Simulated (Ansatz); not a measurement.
Consider the ligand exchange at the Si–O bond: `C[SiH2]O[SiH2]F` + `[SH][Ti]([Cl])([Cl])[Cl]` → `C[SiH2][S][Ti]([Cl])([Cl])[Cl]` + `O[SiH2]F`.

Isolated molecules relaxed with PBE0-D4/def2-TZVP in Ansatz; ΔE leaves out vibrations. CCSD(T)/CBS adds triple-zeta CCSD(T) − MP2 to the extrapolated MP2 energy (def2 sets, frozen cores). DFT in def2-TZVPP. B3LYP here is the variant with VWN-RPA as its local correlation; programs differ in this. For Ti outer-core shells are correlated without core-valence functions, which leaves a few kJ/mol of doubt a bond. Scalar relativity is left out up to krypton. One conformer a species, not always the lowest.

(1) Is it downhill or uphill in electronic energy at CCSD(T)/CBS, and by how much? (Best estimate.)

(2) What do these levels give: BLYP-D4, B97M-V, B3LYP-D4, BHLYP-D4, ωB97X-V, ωB97M-V, B2PLYP, revPBE, BLYP, r2SCAN, SCS-MP2/def2-TZVPP, CCSD(T)/def2-TZVPP? (An estimate is asked.)

(3) What do rigid-rotor, harmonic-oscillator terms from PBE0-D4/def2-TZVP frequencies (298.15 K, 1 bar) make of the CCSD(T)/CBS value? (An estimate is asked.)

Largest T1 diagnostic among the species: 0.026, so the coupled-cluster value is less sure than usual.

## Answers

(1) Computed: Uphill: ΔE = +26.7 kJ/mol.

(2) The calculation gave: BLYP-D4 29.6, B97M-V 33.3, B3LYP-D4 33.2, BHLYP-D4 38.9, ωB97X-V 33.3, ωB97M-V 31.9, B2PLYP 37.4, revPBE 28.1, BLYP 45.3, r2SCAN 31.1, SCS-MP2/def2-TZVPP 31.9, CCSD(T)/def2-TZVPP 30.3 kJ/mol.

(3) The calculation gave: ΔZPE = +7.1 kJ/mol, ΔH = +33.2 kJ/mol, ΔS = -31 J/(mol·K), ΔG = +42.5 kJ/mol. Modes under 50 cm⁻¹ make the entropy rough.

In def2-TZVPP, CCSD(T) changes the Hartree–Fock value by −33.9 kJ/mol (the triples alone add −8.2 kJ/mol) and MP2 by −43.6 kJ/mol. Leaving LDA and LC-ωPBE aside and taking each functional with its dispersion term where it has one, the values, not all of them listed here, spread over 27.1 kJ/mol, from revPBE-D4 to CAM-B3LYP-D4. LDA lies −4.6 kJ/mol from PBE without D4.
